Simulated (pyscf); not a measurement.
## •H₂Si–SiH₂–AsH₂, doublet

Gas-phase minimum from PySCF at ωB97X-D3(BJ)/def2-SVP, one conformer. •H₂Si–SiH₂–AsH₂ lies 24.5 kcal/mol over its isomer H₃Si–As•–SiH₃ (electronic energy, ωB97M-D3(BJ)/def2-TZVP). 

```xyz
9

Si    -0.5025     0.4179    -1.2392
Si    -0.4356    -0.6978     0.7899
As    -0.4897     0.8652     2.5539
H      0.4930     1.5297    -1.3096
H     -0.4120    -0.4333    -2.4644
H      0.8006    -1.5237     0.9508
H     -1.6176    -1.5995     0.9175
H      0.5967     1.7144     1.9128
H     -1.6036     1.6667     1.8993
```
Charge 0, spin multiplicity 2.

Bonds (Å): Si1–Si2 2.317, Si1–H4 1.494, Si1–H5 1.495, Si2–As3 2.357, Si2–H6 1.495, Si2–H7 1.492, As3–H8 1.521, As3–H9 1.520. Bond angles (°): Si2–Si1–H4 112.4, Si2–Si1–H5 116.2, H4–Si1–H5 110.2, Si1–Si2–As3 109.6, Si1–Si2–H6 112.6, Si1–Si2–H7 110.1, As3–Si2–H6 107.7, As3–Si2–H7 108.6, H6–Si2–H7 108.2, Si2–As3–H8 92.2, Si2–As3–H9 92.5, H8–As3–H9 92.7.

Properties at ωB97X-D3(BJ)/def2-SVP:

Harmonic wavenumbers, unscaled: 94, 108, 119, 358, 362, 466, 479, 497, 613, 637, 765, 780, 915, 943, 1014, 2219, 2228, 2242, 2246, 2257, 2267 cm⁻¹
Zero-point energy: 30.9 kcal/mol
Rotational symmetry number: 1
Entropy of this conformer at 298 K and 1 atm, rigid rotor and harmonic oscillator, modes under 100 cm⁻¹ raised to 100: 356.7 J/(mol K)
Dipole moment: 0.42 D
Spin expectation value S2: 0.752

Single-point totals, which compare only within one level:

```
level                   total energy (hartree)
----------------------  ----------------------
ωB97X-D3(BJ)/def2-TZVP             -2818.43988
PBE/def2-TZVP                      -2817.78940
r²SCAN/def2-TZVP                   -2818.37345
B3LYP-D3(BJ)/def2-TZVP             -2818.54161
PBE0-D3(BJ)/def2-TZVP              -2817.92543
M06-2X/def2-TZVP                   -2818.38775
ωB97M-D3(BJ)/def2-TZVP             -2818.52619
```

Soft torsions are taken as harmonic, which can shift the entropy by several J/(mol K). Elements up to Kr have no core potential and no relativistic terms here.
